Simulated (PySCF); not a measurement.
PySCF 2.14 output of a UHF calculation on a single atom or ion in def2-TZVPPD (6s6p4d2f1g, 67 functions), with the non-relativistic Hamiltonian (point nucleus):

```
SCF conv_tol = 1e-09
number electrons alpha = 13  beta = 9
cycle= 1 E= -848.375573969169  delta_E= -0.00502  |g|= 0.0238  |ddm|= 0.038
cycle= 2 E= -848.375737694558  delta_E= -0.000164  |g|= 0.00481  |ddm|= 0.00756
cycle= 3 E= -848.375745627704  delta_E= -7.93e-06  |g|= 0.000746  |ddm|= 0.00397
cycle= 4 E= -848.375746082597  delta_E= -4.55e-07  |g|= 0.000374  |ddm|= 0.00129
cycle= 5 E= -848.375746250376  delta_E= -1.68e-07  |g|= 5.86e-05  |ddm|= 0.0019
cycle= 6 E= -848.3757462616  delta_E= -1.12e-08  |g|= 8.6e-06  |ddm|= 0.000709
cycle= 7 E= -848.375746261845  delta_E= -2.45e-10  |g|= 6.98e-07  |ddm|= 0.00012
converged SCF energy = -848.375746261845  <S^2> = 6.0024857  2S+1 = 5.0009942
```

The run itself started from symmetry-adapted Hartree-Fock orbitals and held the occupation by maximum overlap, so the iterations belong to that start.

Which element, charge and spin multiplicity is this?

Ti (titanium, neutral), multiplicity 5; the state was [Ar] 3d3 4s1, high-spin 5F determinant (an excited configuration).
